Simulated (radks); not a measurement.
Q: These are the eigenvalues of the occupied orbitals of an atom or ion with whole-number occupations (eV). Calculated with a radial shooting solver on a logarithmic mesh with Libxc functionals: Dirac Kohn-Sham, PBE, spin-unpolarised, spherical densities, finite nucleus; Fermi nuclear charge, rms radius of each element as measured or else 0.836 A^(1/3) + 0.57 fm.

orbital  eigenvalue
1s1/2     -10235.28
2s1/2     -1270.094
2p1/2     -1125.264
2p3/2     -1097.608
3s1/2     -156.3588
3p1/2     -109.5573
3p3/2     -105.9327
3d3/2      -27.6964
3d5/2      -27.2341
4s1/2      -16.3303

Which element is it, and in what charge state? The configuration may be excited. Open shells, if any, fill j = l - 1/2 first.

A: Z = 31, gallium, charge +1: Ga+ in [Ar] 3d10 4s2. The list shows which subshells hold electrons but not how many an open one holds; the 1s level, -376.14 hartree, gives Z - s = 27.4 by -(Z - s)^2/2, which with screening and relativity narrows Z to a few neighbours, and the depths of the outer levels then fix element, charge and occupations together.
